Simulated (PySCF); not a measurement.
SiH3Cl, SMILES [SiH3]Cl. Atoms are numbered in the order given.

```xyz
5

Si     0.0000     0.0000    -0.9919
Cl     0.0000     0.0000     1.0744
H      1.2122     0.6999    -1.4596
H     -1.2122     0.6999    -1.4596
H      0.0000    -1.3997    -1.4596
```

Geometry optimised at B3LYP-D3(BJ)/def2-TZVP. The isomer is the one that the SMILES or the coordinates give; other isomers of the formula were not compared.

Vertical ionisation energy (IE) and electron affinity (EA) in eV. Rows of orbital energies are one-electron estimates. Where ΔSCF, EOM or ADC give a negative EA the extra electron is unbound and the value depends on the basis.

```tsv
level	IE	EA
−ε(HOMO), −ε(LUMO), PBE/def2-TZVPD (PySCF)	7.70	1.20
−ε(HOMO), −ε(LUMO), PBE0/def2-TZVPD (PySCF)	9.06	0.37
ADC(2)/aug-cc-pVDZ (PySCF)	11.27	-0.79
```

Task: Beyond the first one, list the lowest photoelectron lines from ADC(2)/aug-cc-pVDZ in PySCF with their pole strengths (two spins summed). (The exact figures need the calculation; the answer reports its results.)

Result: 13.40 eV (1.82), 13.56 eV (1.84), 13.56 eV (1.84), 18.66 eV (1.79).
